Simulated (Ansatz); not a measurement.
Species: CH4BO2, charge 0, multiplicity 2. It need not be the lowest isomer of its formula. SMILES: CB([O])O
Structure (B3LYP-D3(BJ)/def2-TZVP (Ansatz, an electronic-structure program) minimum search):
```xyz
8

C     -1.4134    -0.2907    -0.0298
B      0.1428     0.0719    -0.0105
O      0.4027     1.3279    -0.3869
O      1.1335    -0.7972     0.3511
H     -1.7129    -0.5948     0.9770
H     -2.0506     0.5322    -0.3461
H     -1.5670    -1.1312    -0.7122
H      0.8071    -1.6667     0.5990
```
Charge 0, spin multiplicity 2.

Wanted: atomisation energy (electronic, to ground-state atoms), in kJ/mol. Valence correlation only, unless marked. Open shells are spin-unrestricted. Spin-orbit coupling is left out. Non-relativistic. The coupled-cluster limit lacks core correlation, which all-electron functionals hold. CBS(X,Y): correlation extrapolated as X^-3; Hartree-Fock from the larger set. The bracket is a focal-point correction in the basis named.

```tsv
level	program	atomisation energy (kJ/mol)
HF/aug-cc-pVDZ	Ansatz	2360.1
HF/cc-pVTZ	Ansatz	2406.5
PBE/def2-TZVPD	Ansatz	3306.0
PBE-D3(BJ)/def2-TZVPD	Ansatz + dftd3	3316.8
r2SCAN-D3(BJ)/def2-TZVPD	Ansatz + dftd3	3261.3
B3LYP-D4/def2-TZVPD	Ansatz + dftd4	3233.9
PBE0-D3(BJ)/def2-TZVP	Ansatz + dftd3	3237.0
r2SCANh-D4/def2-TZVPD	Ansatz + dftd4	3233.7
CAM-B3LYP-D4/def2-TZVPD	Ansatz + dftd4	3251.8
LC-wPBE-D4/def2-TZVPD	Ansatz + dftd4	3240.0
wB97X-V/def2-TZVPD	Ansatz	3223.9
B2GP-PLYP-D4/def2-TZVPD	Ansatz + dftd4	3185.6
MP2/6-31G*	Ansatz	3007.0
MP2/aug-cc-pVQZ	Ansatz	3253.5
RI-MP2/aug-cc-pVQZ	Ansatz	3253.1
SCS-MP2/STO-3G	Ansatz	3091.4
CCSD/STO-3G	Ansatz	3106.9
CCSD(T)/STO-3G	Ansatz	3120.8
CCSD(T)/cc-pVDZ	Ansatz	2974.3
RI-MP2/CBS(cc-pVTZ,cc-pVQZ)+[CCSD(T)-MP2]/cc-pVDZ	Ansatz	3222.0
CCSD(T)/CBS(aug-cc-pVTZ,aug-cc-pVQZ)	Ansatz	3216.6
```
